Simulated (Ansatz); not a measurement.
Two isomers of CH7GeNSi: A = `[CH2]1[SiH2][NH][GeH2]1`, B = `N[CH]1[SiH2][GeH2]1`.

Gas-phase electronic energies from Ansatz, PBE0-D4/def2-TZVP geometries. CCSD(T)/CBS is the MP2 limit (def2-TZVPP, def2-QZVPP) plus CCSD(T) − MP2 in def2-TZVPP, frozen cores. Functionals use def2-TZVPP. B3LYP here is the variant with VWN-RPA as its local correlation; programs differ in this. For Ge outer-core shells are correlated without core-valence functions, which leaves a few kJ/mol of doubt a bond. Scalar relativity is left out up to krypton. Each species was taken in one conformer, which may not be the lowest.

Q: Which isomer does CCSD(T)/CBS put lower? Give the gap. (An estimate is asked.)

A: Computed: A, by 56.5 kcal/mol.

Q: Give E(B) − E(A) in kcal/mol with ωB97M-V, B3LYP-D4, HF/def2-TZVPP, CCSD(T)/def2-TZVPP, MP2/def2-TZVPP, B2PLYP, B3LYP. (Best estimate.)

A: The calculation gave: ωB97M-V 56.7, B3LYP-D4 54.4, HF/def2-TZVPP 63.2, CCSD(T)/def2-TZVPP 57.3, MP2/def2-TZVPP 59.9, B2PLYP 56.6, B3LYP 53.9. None reverses the order clearly.

Largest T1 diagnostic: 0.012.

From PBE to PBE0 (25 % exact exchange), in def2-TZVPP and without D4, E(B) − E(A) moves by +3.8 kcal/mol. In def2-TZVPP, CCSD(T) changes the Hartree–Fock value by −5.9 kcal/mol (the triples alone add −1.0 kcal/mol) and MP2 by −3.4 kcal/mol.
